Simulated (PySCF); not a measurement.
**Electronic structure of Tl (thallium, neutral) at the UHF level**

Configuration: [Xe] 4f14 5d10 6s2 6p1, 2P determinant. Computed with PySCF 2.14 in aug-cc-pVTZ-PP with ECP60MDF (6s5p4d2f, 55 functions), with a scalar-relativistic core potential.

```
Total energy                                                  : -171.515187 hartree
One-electron energy                                           : -301.4363 hartree
Hartree (Coulomb) energy                                      : 143.8886 hartree
Exchange energy                                               : -13.9675 hartree
⟨S²⟩                                                          : 0.7592
⟨L²⟩                                                          : 2.026
Sum of ⟨r⟩                                                    : 30.99 bohr
Sum of ⟨r²⟩                                                   : 63.61 bohr²
Traceless quadrupole moment −½Σ⟨3z² − r²⟩ along its main axis : -7.09 e·bohr²
```

| shell | electrons | mean orbital energy (eV) | spread (eV) | rms radius, mean of both spins (bohr) |
| --- | --- | --- | --- | --- |
| 5s α | 1 | -153.57 | 0 | 0.952 |
| 5s β | 1 | -153.56 | 0 | 0.952 |
| 5p β | 3 | -94.375 | 0.320 | 1.09 |
| 5p α | 3 | -94.365 | 0.157 | 1.09 |
| 5d α | 5 | -22.913 | 0.288 | 1.49 |
| 5d β | 5 | -22.857 | 0.431 | 1.49 |
| 6s α | 1 | -12.886 | 0 | 2.77 |
| 6s β | 1 | -11.514 | 0 | 2.77 |
| 6p α | 1 | -5.234 | 0 | 4.13 |

Energies and moments cover only the electrons outside the core potential. Spin-orbit coupling, absent here, splits the open shell strongly.
